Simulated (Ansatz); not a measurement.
Relaxation of BCl3FH (6 atoms, charge 0, multiplicity 1), to a largest force component of 0.03 eV/Å in at most 50 steps.

Method: Ansatz 0.2.0, RKS BLYP/def2-SVP.

```xyz
6
Properties=species:S:1:pos:R:3:forces:R:3
B -0.591 -0.673 0.219 -0.64 0.84 -0.33
F -1.204 0.474 -0.218 0.48 -0.97 0.37
Cl -0.228 -1.928 -0.956 0.00 0.00 0.00
Cl -0.338 -0.882 1.945 0.00 0.00 0.00
H 0.560 1.701 -0.594 0.42 -0.10 0.06
Cl 1.801 1.308 -0.396 -0.25 0.23 -0.10
```

**Question.** Where does it end, and by what steps?

**Answer.** The forces met the threshold. After 5 steps the energy has fallen by 0.063 eV; Cl6 moved furthest, 0.34 Å.

```json
{"step": "0", "energy less start (eV)": "0.0000", "largest force component (eV/Å)": "0.974", "accepted": "yes"}
{"step": "1", "energy less start (eV)": "0.0437", "largest force component (eV/Å)": "1.180", "accepted": "no"}
{"step": "2", "energy less start (eV)": "-0.0283", "largest force component (eV/Å)": "0.834", "accepted": "yes"}
{"step": "3", "energy less start (eV)": "-0.0479", "largest force component (eV/Å)": "0.502", "accepted": "yes"}
{"step": "4", "energy less start (eV)": "-0.0618", "largest force component (eV/Å)": "0.085", "accepted": "yes"}
{"step": "5", "energy less start (eV)": "-0.0632", "largest force component (eV/Å)": "0.017", "accepted": "yes"}
```

```xyz
6
Properties=species:S:1:pos:R:3
B -0.675 -0.759 0.247
F -1.154 0.408 -0.192
Cl -0.336 -2.031 -0.921
Cl -0.450 -0.988 1.977
H 0.666 1.778 -0.614
Cl 1.949 1.592 -0.497
```

Time of the run: 7.7 s on 2 threads of Arm Neoverse V2, on a shared host, peak memory 0.12 GiB.
